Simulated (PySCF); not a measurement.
C$_{4}$H$_{3}$S (SMILES [c-]1cccs1), charge -1, singlet, at a GFN2-xTB geometry, atoms displaced at random by about 0.03 Å a coordinate; HF/6-31G, gradient (PySCF).

The PySCF input:
```python
from pyscf import gto, scf

mol = gto.Mole()
mol.atom = '''
    S     0.02048594    0.06795645    1.16077959
    C    -0.04693199    1.39088930   -0.02594248
    C    -0.00311418   -1.25707683   -0.04827393
    C    -0.01101973    0.75089328   -1.19952957
    C    -0.01816466   -0.56133053   -1.25647631
    H     0.03185692   -2.24302764    0.30471278
    H    -0.04072373    1.26366552   -2.11888809
    H    -0.00933593   -1.29245235   -2.15182106
'''
mol.basis = '6-31g'
mol.charge = -1
mol.verbose = 3
mol.build()

mf = scf.RHF(mol)
mf.conv_tol = 1e-6
mf.kernel()
g = mf.nuc_grad_method()
grad = g.kernel()
```

What the program printed (banner, timings and long lists left out):

```
converged SCF energy = -550.506871349374
--------------- RHF gradients ---------------
         x                y                z
0 S     0.0029174015     0.0161573438    -0.0450614121
1 C    -0.0044857711    -0.0493134205    -0.0349135572
2 C    -0.0014056847    -0.0578236559     0.0159518003
3 C     0.0071299781    -0.0803395157     0.0550149917
4 C    -0.0052930138     0.2138747578     0.0051797724
5 H     0.0002736948     0.0193979146     0.0098537565
6 H    -0.0002719151    -0.0193016391     0.0143318183
7 H     0.0011353102    -0.0426517850    -0.0203571698
----------------------------------------------
```
